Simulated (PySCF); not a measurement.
Computed shifts of a molecule C2H4BFO2, PBE/pcSseg-1 in PySCF, GIAO, gas phase, equivalent atoms averaged, in ppm (number of nuclei): ¹³C: 239.5 (1), 57.5 (1). ¹⁹F: -116.8 (1). ¹H: 11.80 (1), 4.67 (3). References: ¹³C against TMS (σ = 182.0 ppm); ¹⁷O against H2O (σ = 334.3 ppm); ¹¹B against BF3 (σ = 83.9 ppm); ¹⁹F against CFCl3 (σ = 133.6 ppm); ¹H against TMS (σ = 31.49 ppm), references at their B3LYP-D3(BJ)/def2-TZVP geometries, non-relativistic. The structure is a stationary point at ωB97X-D3(BJ)/def2-SVP. One conformer was computed; it need not be the lowest.

Which molecule gave these data?
(A) FB1OCCO1
(B) CC(=O)B(O)F
(C) CB(F)C(=O)O
(D) COB(F)C=O

D, COB(F)C=O
